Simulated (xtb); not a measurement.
ClTl, triplet, geometry from GFN2-xTB of the parent state (such geometries of metal compounds can be far from the true shape) (a higher spin typed on purpose: for a closed-shell molecule this is an excited state); GFN2-xTB in xtb 6.7.1.

Input for xtb:
```
$ xtb mol.xyz --gfn 2 --chrg 0 --uhf 2 --json

# file mol.xyz
2

Tl    -0.00000000    -0.00000000    -0.47641043
Cl     0.00000000     0.00000000     2.26995558
```

It wrote (shortened):

```
   ID    Z sym.   atoms
    1   81 Tl     1
    2   17 Cl     2

           -------------------------------------------------
          |                Calculation Setup                |
           -------------------------------------------------

           -------------------------------------------------
          |                 G F N 2 - x T B                 |
           -------------------------------------------------

          ...................................................
          :                      SETUP                      :
          :.................................................:
          :  # basis functions                  14          :
          :  # atomic orbitals                  13          :
          :  # shells                            5          :
          :  # electrons                        10          :
          :  max. iterations                   250          :
          :  Hamiltonian                  GFN2-xTB          :
          :  restarted?                      false          :
          :  GBSA solvation                  false          :
          :  PC potential                    false          :
          :  electronic temp.          300.0000000     K    :
          :  accuracy                    1.0000000          :
          :  -> integral cutoff          0.2500000E+02      :
          :  -> integral neglect         0.1000000E-07      :
          :  -> SCF convergence          0.1000000E-05 Eh   :
          :  -> wf. convergence          0.1000000E-03 e    :
          :  Broyden damping             0.4000000          :
          :  net charge                          0          :
          :  unpaired electrons                  2          :
          ...................................................

 iter      E             dE          RMSdq      gap      omega  full diag
   1     -5.9205917 -0.592059E+01  0.140E+01    0.00       0.0  T
   2     -5.9275991 -0.700736E-02  0.105E+01    0.00       1.0  T
   3     -5.9286470 -0.104792E-02  0.102E+01    0.00       1.0  T
   4     -5.9259412  0.270575E-02  0.959E+00    0.00       1.0  T
   5     -5.9299310 -0.398975E-02  0.477E+00    0.00       1.0  T
   6     -5.9306834 -0.752375E-03  0.739E-01    0.00       1.0  T
   7     -5.9307122 -0.288377E-04  0.345E-01    0.00       1.0  T
   8     -5.9305918  0.120385E-03  0.199E+00    0.00       1.0  T
   9     -5.9307010 -0.109212E-03  0.902E-01    0.00       1.0  T
[...]
         :: total energy              -5.930724555472 Eh    ::
[...]
         5        1.4776           -0.4974923             -13.5375
         6        0.5000           -0.1705573              -4.6411 (HOMO)
         7        0.5000           -0.1705573              -4.6411 (LUMO)
         8                         -0.0511792              -1.3927
         9                         -0.0439469              -1.1959
        10                         -0.0439469              -1.1959
        11                         -0.0428466              -1.1659
        12                         -0.0428466              -1.1659
        13                          0.0316069               0.8601
      -------------------------------------------------------------
                  HL-Gap            0.0000000 Eh            0.0000 eV
             Fermi-level           -0.3340675 Eh           -9.0904 eV

     #   Z          covCN         q      C6AA      α(0)
     1  81 Tl       0.661    -0.120   670.851    67.875
     2  17 Cl       0.661     0.120    95.135    14.916

 Mol. C6AA /au·bohr⁶  :       1229.550102
 Mol. C8AA /au·bohr⁸  :     166786.381153
 Mol. α(0) /au        :         82.790965

Wiberg/Mayer (AO) data.
largest (>0.10) Wiberg bond orders for each atom

 ---------------------------------------------------------------------------
     #   Z sym  total        # sym  WBO       # sym  WBO       # sym  WBO
 ---------------------------------------------------------------------------
     1  81 Tl   0.292 --     2 Cl   0.292
     2  17 Cl   0.292 --     1 Tl   0.292
 ---------------------------------------------------------------------------

molecular dipole:
                 x           y           z       tot (Debye)
 q only:        0.000       0.000       0.623
   full:        0.000       0.000       0.433       1.101
molecular quadrupole (traceless):
                xx          xy          yy          xz          yz          zz
 q only:       -1.055       0.000      -1.055       0.000       0.000       2.110
  q+dip:       -0.076       0.000      -0.076       0.000       0.000       0.151
   full:       -1.211       0.000      -1.211       0.000       0.000       2.422

           -------------------------------------------------
          | TOTAL ENERGY               -5.930724555472 Eh   |
          | GRADIENT NORM               0.019370863741 Eh/α |
          | HOMO-LUMO GAP               0.000000001218 eV   |
           -------------------------------------------------

normal termination of xtb
```
